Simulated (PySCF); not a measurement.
C5H5, SMILES [CH]1C=CC=C1, multiplicity 2. Atoms are numbered in the order given.

```xyz
10

C     -1.1792    -0.1251     0.0000
C     -0.2447    -1.1984     0.0000
C      1.0135    -0.6371     0.0000
C      0.8715     0.8319     0.0000
C     -0.4607     1.1290     0.0000
H     -2.2663    -0.2286     0.0000
H     -0.4878    -2.2596     0.0000
H      1.9643    -1.1722     0.0000
H      1.7010     1.5397     0.0000
H     -0.9139     2.1193     0.0000
```
Charge 0, spin multiplicity 2.

Coordinates come from a PBE0-D3(BJ)/def2-SVP optimisation. The isomer is the one that the SMILES or the coordinates give; other isomers of the formula were not compared.

Two levels are set side by side: PBE/pcH-1 (PySCF) and PBE0/pcH-1 (PySCF). Contact hyperfine couplings, same geometry. Differences are taken from unrounded values.

```json
[
 {"quantity": "A(iso) of 13C, atom C1 (MHz)", "PBE0": "53.6"},
 {"quantity": "A(iso) of 13C, atom C2 (MHz)", "PBE0": "-38.6"},
 {"quantity": "A(iso) of 13C, atom C3 (MHz)", "PBE0": "28.6"},
 {"quantity": "A(iso) of 13C, atom C4 (MHz)", "PBE0": "10.2"},
 {"quantity": "A(iso) of 13C, atom C5 (MHz)", "PBE0": "-27.9"},
 {"quantity": "A(iso) of 1H, atom H6 (MHz)", "PBE0": "-44.4"},
 {"quantity": "A(iso) of 1H, atom H7 (MHz)", "PBE0": "8.2"},
 {"quantity": "A(iso) of 1H, atom H8 (MHz)", "PBE0": "-31.6"},
 {"quantity": "A(iso) of 1H, atom H9 (MHz)", "PBE0": "-21.4"},
 {"quantity": "A(iso) of 1H, atom H10 (MHz)", "PBE0": "1.4"}
]
```

Task: What does PBE give, and how far is it from PBE0? (Estimate from the structure and the level; the computed values follow.)

Result: 
```tsv
quantity	PBE	PBE minus PBE0
A(iso) of 13C, atom C1 (MHz)	41.6	-12.0
A(iso) of 13C, atom C2 (MHz)	-28.0	10.5
A(iso) of 13C, atom C3 (MHz)	20.9	-7.7
A(iso) of 13C, atom C4 (MHz)	6.7	-3.5
A(iso) of 13C, atom C5 (MHz)	-20.6	7.2
A(iso) of 1H, atom H6 (MHz)	-37.2	7.2
A(iso) of 1H, atom H7 (MHz)	3.4	-4.8
A(iso) of 1H, atom H8 (MHz)	-25.8	5.8
A(iso) of 1H, atom H9 (MHz)	-17.7	3.7
A(iso) of 1H, atom H10 (MHz)	-1.2	-2.6
```

Rough cost on one machine, each run with all the roots and properties that it gave: PBE0 against PBE within a factor of 2.
